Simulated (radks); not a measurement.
Excited configurations of Cd46+: one electron is placed in a higher orbital outside 1s1. The ground configuration is [He]. Method: scalar-relativistic Kohn-Sham, PBE, spin-polarised, spherical densities, finite nucleus; open shells are filled with parallel spins first (spin-orbit coupling, left out, can overturn this in heavy ions); Fermi nuclear charge, rms radius 4.6087 fm; computed with a radial shooting solver on a logarithmic mesh with Libxc functionals. Excitation = E - E(ground); binding = E(ion) - E, where the ion is the core of charge +47; n* = 47/sqrt(2 binding) in atomic units. These energies are relativistic, and a one-electron ion of charge +47 with no core already has n* below n in this formula (scalar-relativistic equation, point nucleus: 3s 2.954, 3p 2.976, 4p 3.972, 4d 3.987, 4f 3.994, 5p 4.970, 6s 5.947, 6f 5.991, 7d 6.983, 7f 6.989). The quantum defect is therefore taken as that value minus n*, so that it holds no relativistic shift of the bare ion.

| outer orbital | excitation (eV) | binding (eV) | n* | quantum defect | <r> (bohr) |
|---|---|---|---|---|---|
| 3s | 28033 | 3479.8 | 2.939 | 0.015 | 0.2756 |
| 3p | 28098 | 3414.8 | 2.967 | 0.009 | 0.2596 |
| 4p | 29596 | 1917.0 | 3.960 | 0.012 | 0.4793 |
| 4d | 29617 | 1895.5 | 3.982 | 0.005 | 0.4423 |
| 4f | 29628 | 1884.6 | 3.993 | 0.001 | 0.3809 |
| 5p | 30288 | 1224.7 | 4.954 | 0.016 | 0.7626 |
| 6s | 30656 | 857.18 | 5.921 | 0.025 | 1.120 |
| 6f | 30673 | 840.32 | 5.980 | 0.010 | 1.015 |
| 7d | 30893 | 619.63 | 6.965 | 0.018 | 1.486 |
| 7f | 30895 | 617.75 | 6.975 | 0.014 | 1.427 |

The Delta-SCF ionisation energy is 31513 eV (NIST Atomic Spectra Database: 31451.1 eV, theoretical). Self-interaction in the functional shifts the binding energies and quantum defects, so they are the method's values and not measured ones.
